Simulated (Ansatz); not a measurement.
Computed with Ansatz on PBE0-D4/def2-TZVP structures; ΔE is electronic, products minus reactants. CBS: MP2 limit from def2 TZ/QZ plus the TZ coupled-cluster correction, frozen cores. This one scheme is used for every species. DFT in def2-TZVPP. For Ge outer-core shells are correlated without core-valence functions, which leaves a few kJ/mol of doubt a bond. Scalar relativity is left out up to krypton. Each species was taken in one conformer, which may not be the lowest.

`[NH2][GeH]([OH])[F]` → `[F][GeH]` + `NO`  (germylene formation by 1,1-elimination)

```json
{"species": "`[NH2][GeH]([OH])[F]`", "PBE0-D4 energy (Eh)": "-2308.92426"}
{"species": "`[F][GeH]`", "PBE0-D4 energy (Eh)": "-2177.13444"}
{"species": "`NO`", "PBE0-D4 energy (Eh)": "-131.63364"}
```

Task: Work out ΔE.

Result: ΔE = (-2177.13444) + (-131.63364) − (-2308.92426) = 0.15618 Eh = +4.25 eV. CCSD(T)/CBS gives +4.38 eV.

Largest T1 diagnostic among the species: 0.014.

The D4 term adds +0.12 eV with B3LYP and +0.06 eV with PBE0; it sums over pairs of atoms, weighted by their polarisabilities, and B3LYP, whose exchange is more repulsive, gets the larger term. At CCSD(T), def2-SVP lies −0.18 eV from the extrapolated value and def2-TZVPP +0.07 eV.

B3LYP here is the variant with VWN-RPA as its local correlation; programs differ in this.
